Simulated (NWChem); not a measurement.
Species: CH4GeO; SMILES O=[CH][GeH3]

All runs: NWChem. Structure relaxed at the PBE-D3(BJ)/def2-SVP level. Ions are spin-unrestricted doublets at the neutral geometry; other ion states weren't tried.

| level | vertical ionisation energy, ΔSCF (eV) | −ε(HOMO) (eV) | ΔSCF minus −ε(HOMO) (eV) |
|---|---|---|---|
| B3LYP/def2-TZVP | 9.49 | 6.95 | 2.54 |
| PBE/def2-TZVP | 9.29 | 5.76 | 3.53 |
| BHandHLYP/def2-TZVP | 9.43 | 8.50 | 0.93 |
